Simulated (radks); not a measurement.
Values are calculated unless marked as measured or tabulated.
Charge is removed step by step from the 5s1/2 level of Sb2+, starting from [Kr] 4d10 5s2 5p1. Level of theory: Dirac Kohn-Sham, PBE, spin-unpolarised, spherical densities, finite nucleus; open shells are shared between the two j in proportion to 2j + 1; Fermi nuclear charge, rms radius 4.6802 fm (a radial shooting solver on a logarithmic mesh with Libxc functionals).

removed (e)  E - E(0) (eV)  eigenvalue (eV)  E minus straight line (eV)
0                    0.000          -29.405                       0.000
0.25                 7.666          -31.926                      -0.962
0.5                 15.966          -34.485                      -1.288
0.75                24.911          -37.079                      -0.970
1                   34.508          -39.707                       0.000

Removing the whole electron costs 34.508 eV by Delta-SCF, against 29.405 eV from minus the eigenvalue at the starting occupation. Slater's transition state (half an electron removed) gives 34.485 eV. Integrating minus the eigenvalue over the occupation (Janak's theorem) gives 34.508 eV. The mean slope of the eigenvalue, de/dn, is 10.3 eV per electron.
